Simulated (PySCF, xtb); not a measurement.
Se(iPr)(NH2) (C₃H₉NSe), SMILES CC(C)[Se]N. One conformer was computed; it need not be the lowest.

Harmonic wavenumbers (cm⁻¹) from GFN2-xTB (xtb) at its own minimum, in rising order: 41, 153, 199, 218, 249, 263, 283, 401, 517, 556, 774, 920, 925, 939, 975, 1034, 1139, 1158, 1214, 1297, 1406, 1416, 1466, 1485, 1486, 1494, 1497, 2894, 3003, 3011, 3013, 3023, 3029, 3030, 3334, 3370.

Question: What does ωB97X-D3(BJ)/def2-SVP (PySCF 2.14.0) give at its own minimum? (The exact figures need the calculation; the answer reports its results.)

Answer: 62, 185, 227, 255, 288, 316, 371, 420, 583, 591, 764, 910, 936, 972, 1034, 1051, 1151, 1189, 1261, 1351, 1407, 1411, 1468, 1472, 1481, 1491, 1579, 3056, 3058, 3095, 3146, 3151, 3157, 3161, 3566, 3675. Paired by order, the mean absolute difference is 60 cm⁻¹ and the zero-point energies are 73.2 and 76.2 kcal/mol.
